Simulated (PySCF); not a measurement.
## Assigning NMR signals

Structure with atom numbers: `[CH:1]#[C:2][C@@H:3]1[CH2:4][SiH2:5][C@H:6]([F:7])[C@@H:8]([F:9])[SiH2:10]1` (H(Xn): hydrogen on atom n). Ha(C4), Ha(Si5), Ha(Si10) are cis to C2 on the ring; Hb(C4), Hb(Si5), Hb(Si10) are trans to C2 on the ring.

PySCF 2.14.0 with density-fitted response routines calculation with structure optimised with GFN2-xTB and σ from GIAO-PBE0/pcSseg-1; non-relativistic, one conformer, gas phase.

Scale: 13C, 1H vs TMS (reference shieldings calculated alike).

**Question.** Assign these signals to the numbered atoms. 13C{1H} NMR (computed): δ 91.3 (C), 88.9 (CH), 87.4 (CH), 75.4 (CH), 13.2 (CH2), 9.2 (CH).

**Answer.** 
91.3 → C2, alkyne carbon: sp carbons lie upfield of alkene carbons because the cylindrical π system leaves one tensor component strongly shielded
88.9 → C8, sp3 CH bonded to F and Si: pulled downfield by the heteroatom
87.4 → C6, sp3 CH bonded to F and Si
75.4 → C1, terminal alkyne carbon: the triple bond shields along its axis, which puts it between sp3 and sp2 carbons
13.2 → C4, sp3 CH2 bonded to Si
9.2 → C3, propargylic sp3 CH bonded to Si: an electropositive neighbour leaves it electron-rich and shielded

C8 and C6 lie closer than the usual error of such a calculation, so a measured spectrum could show them in the other order.

**Question.** Assign these signals to the numbered atoms. 1H NMR (400 MHz, computed): δ 5.42 (m, 1H), 5.42 (m, 1H), 4.28 (m, 1H), 4.26 (m, 1H), 4.25 (m, 1H), 4.18 (m, 1H), 2.35 (m, 1H), 1.61 (d, 1H), 1.55 (m, 1H), 1.50 (m, 1H).

**Answer.** 
```tsv
δ (ppm)	atoms	environment	reason
5.42	H(C6)	hydrogen on an sp3 CH bonded to F and Si	its carbon carries F, an electronegative neighbour
5.42	H(C8)	hydrogen on an sp3 CH bonded to F and Si	–
4.28	Hb(Si10)	hydrogen on a silicon bonded to 2 C, in a 6-membered ring	–
4.26	Hb(Si5)	hydrogen on a silicon bonded to 2 C, in a 6-membered ring	–
4.25	Ha(Si10)	hydrogen on a silicon bonded to 2 C, in a 6-membered ring	–
4.18	Ha(Si5)	hydrogen on a silicon bonded to 2 C, in a 6-membered ring	–
2.35	H(C3)	hydrogen on a propargylic sp3 CH bonded to Si	–
1.61	H(C1)	hydrogen on a terminal alkyne carbon	it lies on the axis of the triple bond, in its shielding cone
1.55	Hb(C4)	hydrogen on an sp3 CH2 bonded to Si	–
1.50	Ha(C4)	hydrogen on an sp3 CH2 bonded to Si	–
```

H(C6) and H(C8); Hb(Si10) and Hb(Si5); Hb(Si5) and Ha(Si10); Ha(Si10) and Ha(Si5); H(C1) and Hb(C4); Hb(C4) and Ha(C4) lie closer than the usual error of such a calculation, so a measured spectrum could show them in the other order.

Splittings by 19F in the carbon and heteronuclear signals aren't shown, as no couplings were computed. Shifts are as computed. Against solution values, carbons near 30 ppm lie about +3 ppm off and those near 130 ppm about +5 ppm. Of 1309 compounds with measured shifts, 239 miss one by over three times the rms of a fit or turn the order of signals round; such compounds aren't used in these exercises. Multiplicities follow the n + 1 count of equivalent neighbours, as no J values were calculated; m marks all less simple cases, F and P coupling included.
